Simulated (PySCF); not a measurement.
Fill in the blanks.

Species: 2,3-dihydrobenzofuran, C₈H₈O.
Numbering: `[cH:1]1[cH:2][cH:3][c:4]2[c:5]([cH:6]1)[CH2:7][CH2:8][O:9]2` (hydrogens: H10 on C1; H11 on C2; H12 on C3; H13 on C6; H14, H15 on C7; H16, H17 on C8)

Cartesian coordinates in Å at the PBE0-D3(BJ)/def2-SVP level; atoms count from 1:
```
atom  x, y, z in Å
C1     2.223   -1.188   -0.199
C2     2.416    0.117    0.258
C3     1.335    0.965    0.513
C4     0.058    0.460    0.295
C5    -0.155   -0.843   -0.162
C6     0.928   -1.674   -0.411
C7    -1.638   -1.054   -0.286
C8    -2.195    0.314    0.164
O9    -1.082    1.151    0.493
H10    3.084   -1.830   -0.391
H11    3.432    0.487    0.421
H12    1.474    1.986    0.870
H13    0.773   -2.696   -0.769
H14   -1.993   -1.875    0.358
H15   -1.936   -1.302   -1.317
H16   -2.837    0.235    1.054
H17   -2.774    0.814   -0.629
```

```json
{"property": "point group", "level": "PBE0-D3(BJ)/def2-SVP", "value": "Cs"}
{"property": "rotational constants A, B, C", "level": "PBE0-D3(BJ)/def2-SVP", "value": "?"}
{"property": "dipole moment", "level": "PBE0/def2-SVPD", "value": "1.66 D"}
{"property": "HOMO energy", "level": "PBE0/def2-SVPD", "value": "-6.17 eV"}
{"property": "LUMO energy", "level": "PBE0/def2-SVPD", "value": "?"}
{"property": "lowest singlet excitation", "level": "TDDFT PBE0/def2-SVPD", "value": "4.86 eV (255 nm, f = 0.060)"}
{"property": "strongest line among the 10 lowest singlet transitions", "level": "TDDFT PBE0/def2-SVPD", "value": "S7 at 6.72 eV (184 nm, f = 0.401)"}
{"property": "lowest triplet excitation (Tamm–Dancoff)", "level": "TDA PBE0/def2-SVPD", "value": "?"}
{"property": "static isotropic polarisability", "level": "PBE0/def2-SVPD", "value": "92.8 au"}
{"property": "vertical ionisation energy", "level": "ΔSCF PBE0/def2-SVPD", "value": "7.95 eV"}
{"property": "electronic spatial extent ⟨r²⟩ about the centre of nuclear charge", "level": "PBE0/def2-SVPD", "value": "1062 bohr²"}
{"property": "13C chemical shifts (computed TMS as zero) by class", "level": "GIAO PBE/pcSseg-1", "value": "?"}
{"property": "1H chemical shifts (computed TMS as zero) by class", "level": "GIAO PBE/pcSseg-1", "value": "7.12 (H13), 7.01 (H11), 6.72 (H10), 6.60 (H12), 4.58 (H16/H17), 3.24 (H14/H15) ppm"}
{"property": "isotropic shieldings of nuclei other than C and H, by class", "level": "GIAO PBE/pcSseg-1", "value": "?"}
{"property": "largest of the computed one-bond spin–spin couplings (means over like bonds)", "level": "B3LYP/pcJ-1, spin–dipole term left out", "value": "13C–1H +169.8 (C3–H12), 13C–1H +168.1 (C1–H10), 13C–1H +165.7 (C2–H11), 13C–1H +164.2 (C6–H13), 13C–1H +154.0 (C8–H16 and 1 like it), 13C–1H +139.3 (C7–H14 and 1 like it) Hz"}
```

The electronic properties come from PySCF, for the isolated species, density fitting.

Q: Give the lowest triplet excitation (Tamm–Dancoff).

A: 3.91 eV.

Q: Give the rotational constants A, B, C.

A: 3.681, 1.557, 1.109 GHz.

Q: The 13C chemical shifts (computed TMS as zero) by class?

A: 163.6 (C4), 131.0 (C2), 127.4 (C5), 126.9 (C6), 121.8 (C1), 110.6 (C3), 74.1 (C8), 33.7 (C7) ppm.

Q: What is the LUMO energy?

A: -0.30 eV.

Q: Give the isotropic shieldings of nuclei other than C and H, by class.

A: 187 (O9) ppm.

With B = h/(8π²I), that is 505.379 GHz u Å² over I, the principal moments of inertia are 137.3, 324.7 and 455.6 u Å² (most abundant isotopes). The ΔSCF ionisation energy exceeds −ε(HOMO) by 1.78 eV with PBE0. The dipole equals about 5.5 × 10⁻³⁰ C·m (1 D = 3.33564 × 10⁻³⁰ C·m). The principal polarisabilities are 58.9, 98.1 and 121.3 au; their mean is the isotropic value.
